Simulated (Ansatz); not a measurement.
`[NH2][Zn][N]1C[SiH2]1` and `[AlH2][N]1C[SiH2]1` differ in one atom or group.

Ansatz, PBE0-D4/def2-TZVP geometries, multiplicity 1. Each molecule was computed in one conformer, which needn't be the lowest.

Scalar relativity is left out up to krypton.

| property | `[NH2][Zn][N]1C[SiH2]1` |
| --- | --- |
| HOMO energy (PBE/def2-TZVPP) / eV | -5.27 |
| HOMO–LUMO gap (PBE0/def2-TZVPP) / eV | 6.00 |
| size of the dipole moment (B3LYP/def2-TZVPP) / D | 0.97 |
| HOMO–LUMO gap (PBE/def2-TZVPP) / eV | 3.92 |
| LUMO energy (ωB97M-V/def2-TZVPP) / eV | 0.96 |
| HOMO energy (B3LYP/def2-TZVPP) / eV | -6.30 |

Q: What does the change do to each property? (Best estimate.)

A: Computed: 
```json
{"property": "HOMO energy (PBE/def2-TZVPP) / eV", "`[AlH2][N]1C[SiH2]1`": "-6.01", "shift": "-0.74"}
{"property": "HOMO–LUMO gap (PBE0/def2-TZVPP) / eV", "`[AlH2][N]1C[SiH2]1`": "6.35", "shift": "0.35"}
{"property": "size of the dipole moment (B3LYP/def2-TZVPP) / D", "`[AlH2][N]1C[SiH2]1`": "1.12", "shift": "0.15"}
{"property": "HOMO–LUMO gap (PBE/def2-TZVPP) / eV", "`[AlH2][N]1C[SiH2]1`": "4.34", "shift": "0.42"}
{"property": "LUMO energy (ωB97M-V/def2-TZVPP) / eV", "`[AlH2][N]1C[SiH2]1`": "0.70", "shift": "-0.26"}
{"property": "HOMO energy (B3LYP/def2-TZVPP) / eV", "`[AlH2][N]1C[SiH2]1`": "-7.00", "shift": "-0.70"}
```

With PBE0 the HOMO falls by 0.72 eV and the LUMO falls by 0.37 eV, so the gap widens by about 0.35 eV. PBE moves the HOMO by -0.74 eV and ωB97M-V by -0.71 eV. The zero-point energy changes by -28.8 kJ/mol with -3 modes. Dipoles are sizes alone; their direction can turn.

Positive LUMOs are unbound, so they and the gaps depend on the basis.

B3LYP here is the variant with VWN-RPA as its local correlation; programs differ in this.
